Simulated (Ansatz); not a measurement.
Basis-set series for `N#[C][In]([Cl])[Cl]`. Charge 0, multiplicity 1. In takes the def2 core potential. The structure was optimised at the PBE0-D4/def2-TZVP level.

| functional | basis | functions | energy (Eh) | HOMO (eV) | LUMO (eV) |
| --- | --- | --- | --- | --- | --- |
| PBE0-D4 | def2-TZVPP | 196 | -1203.13349 | -9.67 | -2.66 |
| PBE0-D4 | def2-QZVPP | 336 | -1203.16662 | -9.69 | -2.68 |
| ωB97M-V | def2-TZVPP | 196 | -1203.43026 | -11.94 | -0.94 |
| ωB97M-V | def2-QZVPP | 336 | -1203.46154 | -11.97 | -0.97 |

(1) Give the rows for def2-SVP. (Best estimate.)

## Answers

(1) Computed: 
```tsv
functional	basis	functions	energy (Eh)	HOMO (eV)	LUMO (eV)
PBE0-D4	def2-SVP	90	-1202.69852	-9.51	-2.55
ωB97M-V	def2-SVP	90	-1202.99622	-11.72	-0.76
```
